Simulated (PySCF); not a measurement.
A structure optimised at PBE-D3(BJ)/def2-SVP, used in a PySCF frequency run:

```xyz
9

C     -2.5052     0.0221     0.3336
C     -1.3406    -0.4862     0.7852
Si     0.2817     0.3343     0.4086
F     -0.0292     1.6285    -0.5449
Cl     1.5123    -0.9671    -0.6347
H     -3.4757    -0.4582     0.5460
H     -2.5320     0.9427    -0.2739
H     -1.3482    -1.4137     1.3866
H      1.0405     0.8172     1.6023
```

### Question
Write its SMILES and formula.

### Answer
C=C[Si@H](F)Cl, C2H4ClFSi

### Question
What are its rotational constants (standard atomic weights)?

### Answer
4.9005, 2.0223, 1.6191 GHz
